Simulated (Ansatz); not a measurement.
Geometry optimisation, Ansatz, RKS BLYP-D4/def2-SVP.

Input:

```yaml
crystal:
  periodic: [false, false, false]
  atoms:
    - { symbol: Ge, position_ang: [-0.673485, -0.0717, -0.385738] }
    - { symbol: H, position_ang: [0.068802, 0.198188, 2.26472] }
    - { symbol: Cl, position_ang: [1.43475, -0.050317, 0.222071] }
    - { symbol: Cl, position_ang: [-0.9276, 1.643924, -1.726885] }
    - { symbol: Cl, position_ang: [-0.899914, -1.893874, -1.592797] }
    - { symbol: P, position_ang: [-2.343094, 0.11801, 1.1734] }
    - { symbol: H, position_ang: [-3.271408, -0.306669, 0.153278] }
    - { symbol: H, position_ang: [-2.157941, -1.225499, 1.65612] }
    - { symbol: H, position_ang: [-0.33521, 0.275835, 2.856332] }
basis:
  gaussian: { orbitals: def2-SVP }
hamiltonian:
  xc: blyp
  dispersion: d4
relax:
  f_tol: 0.03
  max_steps: 50
```

Command:

```bash
$ ansatz run input.yaml --threads 4 --pin off --max-ram 5120MiB --backend cpu --events-out ev --progress --plain --runs-dir out
```

Problem. Where does it end, and by what steps?

Solution. It converged. After 6 steps the energy has fallen by 0.286 eV; H9 moved furthest, 0.80 Å.

| step | energy less start (eV) | largest force component (eV/Å) | accepted |
| --- | --- | --- | --- |
| 0 | 0.0000 | 1.587 | yes |
| 1 | -0.1712 | 0.221 | yes |
| 2 | -0.2295 | 0.128 | yes |
| 3 | -0.2640 | 0.241 | yes |
| 4 | -0.2817 | 0.118 | yes |
| 5 | -0.2839 | 0.070 | yes |
| 6 | -0.2855 | 0.011 | yes |

```xyz
9
Properties=species:S:1:pos:R:3
Ge -0.782 -0.094 -0.704
H 0.325 0.276 2.950
Cl 1.233 -0.061 0.157
Cl -0.953 1.594 -2.083
Cl -0.956 -1.934 -1.882
P -2.391 0.120 0.999
H -3.416 -0.356 0.104
H -2.101 -1.209 1.473
H -0.064 0.353 3.606
```

Whether the end is a true minimum wasn't checked by a vibrational analysis.

Time of the run: 12 s on 4 threads of Arm Neoverse V1, with other jobs on the host, peak memory 0.2 GiB.
